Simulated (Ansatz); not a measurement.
Species: Si₂Cl₆, charge 0, multiplicity 1. 
Coordinates optimised at B3LYP-D3(BJ)/def2-TZVP (Ansatz, a first-principles code):
```xyz
8

Cl    -1.4391    -1.5131     1.6558
Si    -1.1371    -0.2313     0.0933
Cl    -2.1547     1.5094     0.4255
Cl    -1.7949    -1.0922    -1.6393
Si     1.1371     0.2313    -0.0933
Cl     1.7949     1.0922     1.6393
Cl     2.1547    -1.5094    -0.4255
Cl     1.4391     1.5131    -1.6558
```

Quantity: atomisation energy (electronic, to ground-state atoms), in eV. Valence correlation only, unless marked. UHF or UKS for open shells. Spin-orbit coupling is left out. Non-relativistic. The coupled-cluster limit lacks core correlation, which all-electron functionals hold. CBS marks a two-point X^-3 extrapolation of the correlation energy; Hartree-Fock from the larger set.

```
level                                        program  atomisation energy (eV)
------------------------------------  --------------  -----------------------
SVWN5/def2-TZVPD                              Ansatz                    31.42
r2SCAN-D3(BJ)/def2-TZVPD              Ansatz + dftd3                    27.76
B97M-V/def2-TZVPD                             Ansatz                    27.99
PBE0/def2-SVP                                 Ansatz                    26.57
PBE0-D4/def2-TZVPD                    Ansatz + dftd4                    27.55
BHLYP-D4/def2-TZVPD                   Ansatz + dftd4                    26.08
r2SCANh-D4/def2-TZVPD                 Ansatz + dftd4                    27.53
r2SCANh/def2-TZVPD                            Ansatz                    27.37
CAM-B3LYP/def2-TZVPD                          Ansatz                    26.05
LC-wPBE-D3(BJ)/def2-TZVPD             Ansatz + dftd3                    27.27
B2GP-PLYP-D3(BJ)/def2-TZVPD           Ansatz + dftd3                    27.10
B2GP-PLYP/def2-TZVPD                          Ansatz                    26.54
RPA@PBE/cc-pV(Q+d)Z                           Ansatz                    24.27
MP2/aug-cc-pV(T+d)Z                           Ansatz                    27.89
MP2/cc-pVTZ                                   Ansatz                    27.22
MP2/cc-pV(Q+d)Z                               Ansatz                    28.42
RI-MP2/CBS(cc-pV(T+d)Z,cc-pV(Q+d)Z)           Ansatz                    28.98
SCS-MP2/cc-pVTZ                               Ansatz                    26.18
CCSD/6-31G*                                   Ansatz                    23.23
CCSD/aug-cc-pV(T+d)Z                          Ansatz                    25.49
CCSD(T)/CBS(cc-pV(T+d)Z,cc-pV(Q+d)Z)          Ansatz                    27.54
```
